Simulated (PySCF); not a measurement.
Species: C3H9AlF2S.
Structure used (PBE0-D3(BJ)/def2-SVP), in Å, numbered top down from 1:
```xyz
16
C3H9AlF2S angstrom
C     -1.191    1.810   -0.124
S     -0.141    0.647    0.772
Al    -1.619   -1.341    0.763
C      1.018    0.202   -0.551
C      2.062   -0.782   -0.066
F      2.899   -1.036   -1.093
F      2.779   -0.235    0.937
H     -2.003    2.086    0.562
H     -1.614    1.333   -1.019
H     -0.611    2.705   -0.387
H     -1.892   -1.303   -0.823
H     -2.763   -0.799    1.740
H     -0.568   -2.432    1.286
H      1.535    1.114   -0.886
H      0.459   -0.241   -1.389
H      1.630   -1.733    0.289
```

The closed-shell ground state was solved at several levels (PySCF, density fitting, gas phase, non-relativistic).

```
        level  basis functions  HOMO (eV)  LUMO (eV)  gap (eV)  dipole (D)
  HF/pcSseg-1              178     -11.06       2.81     13.87        3.98
PBE0/pcSseg-1              178      -7.92      -0.25      7.67        3.89
```

(1) What might CAM-B3LYP/def2-SVPD (229 basis functions) give for the same quantities?

(2) Over all these levels, which gives the widest orbital gap and which the narrowest?

(3) How far do the dipole and the HOMO energy spread over the levels?

Results:

(1) HOMO -9.29 eV, LUMO 0.54 eV, gap 9.83 eV, dipole 3.81 D.

(2) HF/pcSseg-1 (Hartree–Fock, all exact exchange) has the widest, 13.87 eV, and PBE0/pcSseg-1 (global hybrid, 25 % exact exchange) the narrowest, 7.67 eV. The two share the basis. From the narrowest to the widest the HOMO moves by -3.14 eV and the LUMO by +3.06 eV. The HOMO need not be the same orbital at Hartree–Fock and at DFT levels.

(3) The dipole runs from 3.81 to 3.98 D (mean 3.89 D) and the HOMO from -11.06 to -7.92 eV.

One conformer stands for the species.
